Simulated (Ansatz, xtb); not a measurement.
Relative energy of two isomers of C5H9NS

We compare I, `C[C@@H]1C=C(S)NC1`, a singlet, with II, `C[C@@H]1CN=C(S)C1`, a singlet. Both are isolated molecules in the gas phase, relaxed with PBE-D3(BJ)/def2-SVP; each stands in its lowest conformer found.

Quicker runs give these differences E(II) − E(I): GFN2-xTB −11.1 kcal/mol; HF/STO-3G −18.9 kcal/mol (at GFN2-xTB geometries); r2SCAN-D4/def2-SVP −11.6 kcal/mol (at GFN2-xTB geometries).

Task: Estimate E(II) − E(I) at the level CCSD(T)/def2-SVP + ΔMP2/def2-TZVPP.

Result: Calculated at CCSD(T)/def2-SVP + ΔMP2/def2-TZVPP: E(II) − E(I) = −11.4 kcal/mol, so structure II lies lower.

The same difference at several levels:

```
                             level             geometry  E(II) − E(I) (kcal/mol)  departure from the last row (kcal/mol)  job, with rough time for the two
                          GFN2-xTB             GFN2-xTB                     −11.1                                    +0.4              optimisation, 0.16 s
                         HF/STO-3G             GFN2-xTB                     −18.9                                    −7.5              single point, 0.56 s
                r2SCAN-D4/def2-SVP             GFN2-xTB                     −11.6                                    −0.2               single point, 7.5 s
               PBE-D3(BJ)/def2-SVP  PBE-D3(BJ)/def2-SVP                     −11.4                                    +0.1                optimisation, 52 s
                       HF/def2-SVP  PBE-D3(BJ)/def2-SVP                     −11.5                                    −0.1           part of the CCSD(T) run
                      MP2/def2-SVP  PBE-D3(BJ)/def2-SVP                     −12.5                                    −1.1           part of the CCSD(T) run
                  CCSD(T)/def2-SVP  PBE-D3(BJ)/def2-SVP                     −12.9                                    −1.5                      single point
CCSD(T)/def2-SVP + ΔMP2/def2-TZVPP  PBE-D3(BJ)/def2-SVP                     −11.4                                                     single point, 2.4 min
```

As drawn, II has 1 C–C, 1 C=N, 1 C–H in place of 1 C=C, 1 C–N, 1 N–H.

The levels shown agree on the order. The largest departure from CCSD(T)/def2-SVP + ΔMP2/def2-TZVPP is that of HF/STO-3G, 7.5 kcal/mol. The last row adds to CCSD(T) the change of the MP2 difference between the two basis sets, here +1.5 kcal/mol.

With thermal terms from frequencies at re-optimised GFN2-xTB minima (ideal gas, soft modes damped towards free rotors, one conformer each, 298.15 K, 1 atm): on the last row, ΔE + ΔZPE = −11.0, ΔH = −11.2, ΔG = −10.8 kcal/mol.

The correlated steps freeze 11 core orbitals. Programs: Ansatz 0.2.0, xtb 6.7.1; the last row on 2 threads of Arm Neoverse V2 on a shared host.
